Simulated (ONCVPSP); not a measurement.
Pseudopotentials across the periodic table

Generated with ld1.x 7.5 (TM, RRKJ, ultrasoft, PAW), atompaw 4.2 or ONCVPSP 4.0.1. The cutoff is in Ry: for ld1.x and atompaw files where the sum of valence levels is converged to 10 mRy in a Bessel basis, for ONCV files where the hardest occupied wave has 1 mHa per electron of residual kinetic energy. The error is the largest all-electron minus pseudo excitation energy over each file’s own four to seven test configurations (ionisations up to +4, promotions, holes and added fractions of an electron), all of which were solved. The labels leave out finer settings (local radius, basis sizes, second energies), which also bear on the numbers. Spin-polarised tests are not counted. The rows are a selection from randomly drawn settings: files with unsolved tests, undetermined cutoffs or missed reference levels are left out.

A true bound ghost makes a file unfit for plane-wave use even where its test errors are small: the radial tests pick states by their node count and pass the ghost by.

| element | potential | cutoff (Ry) | largest error (meV) | bound ghosts |
| --- | --- | --- | --- | --- |
| O | ONCV, PBE, scalar-relativistic, rc 0.80/0.95 (sp), local smoothed, core correction no, reference 2s2 2p2.5, qcut 8.2/8.2, projectors 2/2 | 356 | +18 | none |
| Si | ONCV, PBE, scalar-relativistic, rc 1.55/2.00/2.05 (spd), local smoothed, core correction yes, reference 3s2 3p2, qcut 4.1/3.5/4.8, projectors 2/2/3 | 15 | +52 | none |
| Si | ONCV, LDA (Perdew-Wang 92), scalar-relativistic, rc 1.75/1.45/1.70 (spd), local smoothed, core correction yes, reference 3s2 3p2, qcut 4.4/6.3/5.9, projectors 2/1/1 | 128 | +23 | none |
| Cl | ONCV, PBE, scalar-relativistic, rc 1.30/1.50 (sp), local smoothed, core correction yes, reference 3s1.5 3p5.5, qcut 5.1/5.7, projectors 2/3 | 48 | +36 | p |
| Sr | ONCV, PBE, scalar-relativistic, rc 2.50/1.85/2.70/1.90 (spdf), local smoothed, core correction yes, reference 4s2 4p6 5s2, qcut 6.3/6.7/3.3/5.6, projectors 2/2/3/3 | 34 | +11 | none |
| Cd | ONCV, PBEsol, scalar-relativistic, rc 1.20/1.15/1.85 (spd), local smoothed, core correction no, reference 4s2 4p6 4d10 5s1.5, qcut 10.5/13/7.5, projectors 2/1/1 | 108 | +39 | none |
| I | ONCV, LDA (Perdew-Wang 92), scalar-relativistic, rc 1.15/1.20/0.85 (spd), local d, core correction yes, reference 4s2 4p6 4d10 5s1.75 5p5.25, qcut 8.8/12.3/11.1, projectors 3/2/0 | 117 | -6.7 | s |

(1) Fill in the row for Li: ONCV, PBEsol, scalar-relativistic, rc 0.70/0.70 (sp), local smoothed, core correction no, reference 1s2, qcut 19/12.6, projectors 2/2.

(2) Fill in the row for Mg: ONCV, LDA (Perdew-Zunger), scalar-relativistic, rc 1.20/1.45/1.20 (spd), local d, core correction yes, reference 2s2 2p6 3s1 3p1, qcut 10.9/9.1/7.3, projectors 2/2/0.

(3) Fill in the row for Be: ONCV, PBE, scalar-relativistic, rc 0.90/0.75/0.75 (spd), local p, core correction no, reference 1s2 2s2, qcut 12.7/10.1/11.9, projectors 2/0/3.

Answers

(1) cutoff 201 Ry, largest error +111 meV, bound ghosts: none.

(2) cutoff 70 Ry, largest error -1.3 meV, bound ghosts: none.

(3) cutoff 129 Ry, largest error +5.3 meV, bound ghosts: none.
